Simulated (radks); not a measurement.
Ionisation of neutral strontium, [Kr] 5s2, to [Kr] 5s1 as the strength of local exchange is varied. All-electron calculation, Dirac Kohn-Sham, Slater X-alpha exchange (alpha = 2/3 is LDA exchange), no correlation, spin-unpolarised, spherical densities, finite nucleus; Fermi nuclear charge, rms radius 4.224 fm. Program: a radial shooting solver on a logarithmic mesh with Libxc functionals.

| alpha | E(Sr) (hartree) | exchange (hartree) | IE (eV) | -e of the level emptied (eV) | <r> of it (bohr) |
|---|---|---|---|---|---|
| 0.61 | -3164.33337 | -89.29934 | 4.946 | 2.604 (5s1/2) | 4.497 |
| 0.667 | -3172.68810 | -97.88617 | 5.217 | 2.844 (5s1/2) | 4.409 |
| 0.76 | -3186.36396 | -111.98495 | 5.674 | 3.253 (5s1/2) | 4.274 |
| 0.978 | -3218.63726 | -145.46414 | 6.813 | 4.297 (5s1/2) | 3.995 |
| ? | -3174.30280 | -99.54804 | 5.270 | 2.891 (5s1/2) | 4.392 |

Which alpha was used in the last row?

Answer. alpha = 0.678. NIST Atomic Spectra Database: 5.695 eV (measured). The Delta-SCF value meets it near alpha = 0.76. Spin polarisation and multiplet splitting are left out, so open shells lie too high by an amount that depends on their filling.

Beside tabulated values, note that spin-unpolarised runs miss the spin-polarisation part of the exchange energy of open shells.
